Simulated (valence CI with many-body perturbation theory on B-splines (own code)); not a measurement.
# E1 transitions of Re⁶⁸⁺

Method: configuration interaction combined with many-body perturbation theory (CI+MBPT): five valence electrons over a frozen Dirac-Fock core [He], radial functions for each j: 11 s, 11 p, 10 d, 8 f, 5 g, 2 h, with the one-electron correlation potential Σ1 (screened to all orders), the two-electron term Σ2, the three-electron term Σ3, Breit, model QED; selected single and double excitations, second order for the rest, scaled by the run's own slope (own B-spline code, finite nucleus).

No measured spectrum was set against this ion. As an estimate, large intervals hold to a few tenths of a per cent, small ones and those within an open d or f shell to about a per cent. Among the levels kept, up to 7500 cm⁻¹ of a level comes from second order outside the variational space, and about a tenth of that is noise between levels of different J, which matters for small intervals.

Lines 201 to 250 of 600 in falling wavelength, among levels below 108340 × 10³ cm⁻¹, chosen from the strongest by gf and those to the six lowest levels. Wavelengths and rates use the calculated energies. Electric multipoles are in the length gauge, E1 and E2 with the static RPA response of the core. Weak lines are less certain than strong ones. Lines between different terms over intervals too small for the method are left out, as are lines whose strength nearly cancels. The highest levels of a list are the least certain.

Levels are named by their leading jj configuration (3d3/2^4 stands for four electrons in 3d with j = 3/2), which in mixed levels can hold well under half, so a name can repeat and another be missing. Letters in brackets count levels of one name in rising energy.

```
λ vac (nm)                               Upper                               Lower   A (s⁻¹)  S (a.u.)
    0.6666        (2s 2p1/2 2p3/2^3) J=3/2 [a]          (2s^2 2p1/2 2p3/2^2) J=3/2  1.06e+13  6.17e-03
    0.6641          (2p1/2^2 2p3/2^2 3s) J=3/2         (2s 2p1/2^2 2p3/2 3s) J=1/2  7.79e+12  4.50e-03
    0.6607  (2s 2p1/2 2p3/2^2 3p3/2) J=1/2 [c]  (2s^2 2p1/2 2p3/2 3p3/2) J=1/2 [b]  6.67e+12  1.90e-03
    0.6602       (2p1/2^2 2p3/2^2 3p3/2) J=3/2  (2s 2p1/2^2 2p3/2 3p3/2) J=1/2 [b]  8.34e+12  4.74e-03
    0.6600            (2s 2p1/2 2p3/2^3) J=5/2          (2s^2 2p1/2 2p3/2^2) J=5/2  1.04e+13  8.82e-03
    0.6593  (2s 2p1/2 2p3/2^2 3p3/2) J=7/2 [c]  (2s^2 2p1/2 2p3/2 3p3/2) J=5/2 [b]  3.80e+12  4.30e-03
    0.6587  (2s 2p1/2 2p3/2^2 3p3/2) J=5/2 [c]  (2s^2 2p1/2 2p3/2 3p3/2) J=3/2 [b]  4.24e+12  3.59e-03
    0.6587  (2s 2p1/2 2p3/2^2 3d5/2) J=7/2 [c]  (2s^2 2p1/2 2p3/2 3d5/2) J=5/2 [b]  2.90e+12  3.27e-03
    0.6578  (2s 2p1/2 2p3/2^2 3d5/2) J=9/2 [c]  (2s^2 2p1/2 2p3/2 3d5/2) J=7/2 [b]  4.44e+12  6.23e-03
    0.6563  (2s 2p1/2 2p3/2^2 3d5/2) J=5/2 [d]  (2s^2 2p1/2 2p3/2 3d5/2) J=5/2 [b]  5.08e+12  4.26e-03
    0.6563  (2s 2p1/2 2p3/2^2 3p3/2) J=3/2 [d]  (2s^2 2p1/2 2p3/2 3p3/2) J=3/2 [b]  6.52e+12  3.64e-03
    0.6562  (2s 2p1/2 2p3/2^2 3d5/2) J=7/2 [d]  (2s^2 2p1/2 2p3/2 3d5/2) J=7/2 [b]  2.13e+12  2.37e-03
    0.6555            (2s 2p1/2 2p3/2^3) J=1/2          (2s^2 2p1/2 2p3/2^2) J=1/2  7.40e+12  2.06e-03
    0.6555  (2s 2p1/2 2p3/2^2 3d5/2) J=3/2 [c]  (2s^2 2p1/2 2p3/2 3d5/2) J=3/2 [b]  4.33e+12  2.41e-03
    0.6553  (2s 2p1/2 2p3/2^2 3d5/2) J=3/2 [d]      (2s^2 2p1/2 2p3/2 3d5/2) J=1/2  5.88e+12  3.27e-03
    0.6548  (2s 2p1/2^2 2p3/2 3d5/2) J=7/2 [b]          (2s^2 2p1/2^2 3d5/2) J=5/2  1.26e+13  1.40e-02
    0.6547  (2s 2p1/2 2p3/2^2 3d3/2) J=3/2 [c]  (2s^2 2p1/2 2p3/2 3d3/2) J=5/2 [a]  6.93e+12  3.84e-03
    0.6543  (2s 2p1/2 2p3/2^2 3d5/2) J=7/2 [e]  (2s^2 2p1/2 2p3/2 3d5/2) J=7/2 [b]  7.86e+12  8.69e-03
    0.6542  (2s 2p1/2^2 2p3/2 3p3/2) J=5/2 [b]          (2s^2 2p1/2^2 3p3/2) J=3/2  1.37e+13  1.14e-02
    0.6542  (2s 2p1/2 2p3/2^2 3d5/2) J=5/2 [e]  (2s^2 2p1/2 2p3/2 3d5/2) J=3/2 [b]  6.00e+12  4.98e-03
    0.6536  (2s 2p1/2 2p3/2^2 3d5/2) J=3/2 [d]  (2s^2 2p1/2 2p3/2 3d5/2) J=3/2 [b]  3.40e+12  1.88e-03
    0.6534  (2s 2p1/2^2 2p3/2 3d3/2) J=3/2 [b]          (2s^2 2p1/2^2 3d3/2) J=3/2  1.32e+13  7.28e-03
    0.6530  (2s 2p1/2 2p3/2^2 3d5/2) J=7/2 [c]  (2s^2 2p1/2 2p3/2 3d5/2) J=5/2 [a]  2.62e+12  2.88e-03
    0.6529               (2p1/2 2p3/2^4) J=1/2        (2s 2p1/2 2p3/2^3) J=3/2 [b]  2.98e+13  8.19e-03
    0.6528        (2s 2p1/2 2p3/2^3) J=3/2 [b]          (2s^2 2p1/2 2p3/2^2) J=1/2  6.76e+12  3.71e-03
    0.6528  (2s 2p1/2 2p3/2^2 3p3/2) J=5/2 [e]  (2s^2 2p1/2 2p3/2 3p3/2) J=5/2 [b]  1.16e+13  9.57e-03
    0.6525  (2s 2p1/2 2p3/2^2 3d3/2) J=1/2 [c]  (2s^2 2p1/2 2p3/2 3d3/2) J=3/2 [b]  9.20e+12  2.52e-03
    0.6524     (2s 2p1/2 2p3/2^2 3s) J=1/2 [a]     (2s^2 2p1/2 2p3/2 3s) J=3/2 [a]  9.55e+12  2.62e-03
    0.6523  (2s 2p1/2 2p3/2^2 3d3/2) J=5/2 [c]      (2s^2 2p1/2 2p3/2 3d3/2) J=7/2  2.31e+12  1.90e-03
    0.6520            (2s 2p1/2 2p3/2^3) J=5/2          (2s^2 2p1/2 2p3/2^2) J=3/2  6.66e+11  5.47e-04
    0.6518  (2s 2p1/2 2p3/2^2 3p3/2) J=3/2 [f]  (2s^2 2p1/2 2p3/2 3p3/2) J=1/2 [b]  4.87e+12  2.66e-03
    0.6516  (2s 2p1/2 2p3/2^2 3p3/2) J=3/2 [c]  (2s^2 2p1/2 2p3/2 3p3/2) J=5/2 [a]  8.13e+12  4.44e-03
    0.6514         (2s 2p1/2^2 2p3/2 3s) J=1/2             (2s^2 2p1/2^2 3s) J=1/2  1.45e+13  3.97e-03
    0.6513             (2p1/2^2 2p3/2^3) J=3/2          (2s 2p1/2^2 2p3/2^2) J=3/2  2.17e+13  1.18e-02
    0.6513  (2s 2p1/2 2p3/2^2 3d5/2) J=3/2 [e]      (2s^2 2p1/2 2p3/2 3d5/2) J=1/2  4.28e+12  2.33e-03
    0.6512  (2s 2p1/2 2p3/2^2 3p3/2) J=3/2 [e]  (2s^2 2p1/2 2p3/2 3p3/2) J=3/2 [b]  5.80e+12  3.16e-03
    0.6511      (2s 2p1/2^2 2p3/2 3p1/2) J=1/2          (2s^2 2p1/2^2 3p1/2) J=1/2  1.48e+13  4.04e-03
    0.6511  (2s 2p1/2^2 2p3/2 3d3/2) J=5/2 [b]          (2s^2 2p1/2^2 3d3/2) J=3/2  1.27e+13  1.03e-02
    0.6509             (2p1/2^2 2p3/2^3) J=3/2          (2s 2p1/2^2 2p3/2^2) J=1/2  5.04e+12  2.74e-03
    0.6509  (2s 2p1/2 2p3/2^2 3d3/2) J=3/2 [f]  (2s^2 2p1/2 2p3/2 3d3/2) J=1/2 [b]  4.19e+12  2.28e-03
    0.6508  (2s 2p1/2 2p3/2^2 3d5/2) J=1/2 [a]  (2s^2 2p1/2 2p3/2 3d3/2) J=3/2 [a]  8.31e+12  2.26e-03
    0.6506  (2s 2p1/2^2 2p3/2 3p1/2) J=3/2 [b]          (2s^2 2p1/2^2 3p1/2) J=1/2  1.43e+13  7.78e-03
    0.6506  (2s 2p1/2 2p3/2^2 3d3/2) J=7/2 [c]      (2s^2 2p1/2 2p3/2 3d3/2) J=7/2  1.58e+13  1.72e-02
    0.6502               (2p1/2 2p3/2^4) J=1/2            (2s 2p1/2 2p3/2^3) J=1/2  1.41e+13  3.82e-03
    0.6502                  (2s 2p3/2^4) J=1/2                (2s^2 2p3/2^3) J=3/2  2.32e+13  6.31e-03
    0.6500  (2s 2p1/2 2p3/2^2 3d5/2) J=5/2 [c]  (2s^2 2p1/2 2p3/2 3d5/2) J=7/2 [a]  7.59e+12  6.17e-03
    0.6498  (2s 2p1/2 2p3/2^2 3d5/2) J=5/2 [d]  (2s^2 2p1/2 2p3/2 3d5/2) J=3/2 [a]  7.65e+12  6.21e-03
    0.6498     (2s 2p1/2 2p3/2^2 3s) J=3/2 [d]     (2s^2 2p1/2 2p3/2 3s) J=3/2 [b]  1.65e+13  8.94e-03
    0.6495  (2s 2p1/2 2p3/2^2 3d5/2) J=5/2 [a]      (2s^2 2p1/2 2p3/2 3d3/2) J=7/2  2.63e+12  2.13e-03
    0.6493  (2s 2p1/2^2 2p3/2 3d5/2) J=5/2 [b]          (2s^2 2p1/2^2 3d5/2) J=5/2  1.40e+13  1.13e-02
```
